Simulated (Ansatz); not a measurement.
Cost and result up the ladder for cis-RuCl2(PF3)4 (P4RuCl2F12) (19 atoms). Charge 0, multiplicity 1. Geometry: PBE-D4/def2-SVP.

```xyz
19

Cl   -2.402    0.131   -1.332
Cl    0.823   -0.042   -2.628
F     3.177   -0.065   -0.296
F     2.142   -1.329    1.493
F     2.189    1.100    1.583
F    -2.381   -1.122    1.729
F    -2.254    1.304    1.776
F    -0.551   -0.024    2.867
F    -0.839   -3.200    0.369
F     1.154   -2.977   -0.996
F    -1.049   -2.776   -2.009
F     1.384    2.903   -0.880
F    -0.702    3.259    0.313
F    -0.731    2.839   -2.074
P     1.830   -0.072    0.550
P    -1.329    0.045    1.464
P    -0.240   -2.239   -0.759
P    -0.071    2.257   -0.760
Ru   -0.152    0.008   -0.410
```

Ansatz on 2 threads of AMD EPYC 7R13 on a shared host and a share (18 GiB) of an NVIDIA H100 80GB HBM3. Times are rough, and most runs start from the orbitals of an earlier one. PBE0-D4/def2-TZVP serves as the yardstick here, not as an exact answer. Differences are given only for rows in sets of like size (and for xTB, whose basis is part of the method), since another set adds its own error. Binding counts from free atoms at the same level (Cl doublet, F doublet, P quartet, Ru quintet; other spins of the atoms weren't run), without zero-point energy or a counterpoise term.

In the def2 sets Ru takes a core potential; there is no spin–orbit coupling. Correlated methods freeze 42 core orbitals; core or outer-core shells of Ru are correlated, in sets that lack core-valence functions. The rows differ in basis, and correlated rows in double-zeta sets carry the largest basis error. Single mean-field runs in def2-TZVP are fitted with def2-universal-jkfit. No other spin state of charge 0 was run.

Correlated methods converge slowly with the basis, most of all in double-zeta sets.

| level | functions | wall time |
| --- | --- | --- |
| PBE0-D4/def2-SVP | 307 | 6.5 s |
| r2SCAN-D4/def2-TZVP | 634 | 6.5 s |
| MP2/def2-SVP | 307 | 7.5 s |
| PBE-D4/def2-SVP | 307 | 8 s |
| PBE-D4/def2-TZVP (with forces) | 634 | 9 s |
| RPA@PBE/def2-SVP | 307 | 9.5 s |
| r2SCANh-D4/def2-TZVP | 634 | 10 s |
| PBE0-D4/def2-TZVP | 634 | 12 s |

(1) Estimate what each level gives for the binding energy per atom (eV).

Results:

(1) 
```csv
level,binding energy per atom (eV),difference from PBE0-D4/def2-TZVP (eV)
PBE0-D4/def2-SVP,3.86,–
r2SCAN-D4/def2-TZVP,4.07,0.10
MP2/def2-SVP,3.75,–
PBE-D4/def2-SVP,4.16,–
PBE-D4/def2-TZVP (with forces),4.22,0.26
RPA@PBE/def2-SVP,3.18,–
r2SCANh-D4/def2-TZVP,3.98,0.01
PBE0-D4/def2-TZVP,3.97,0.00
```
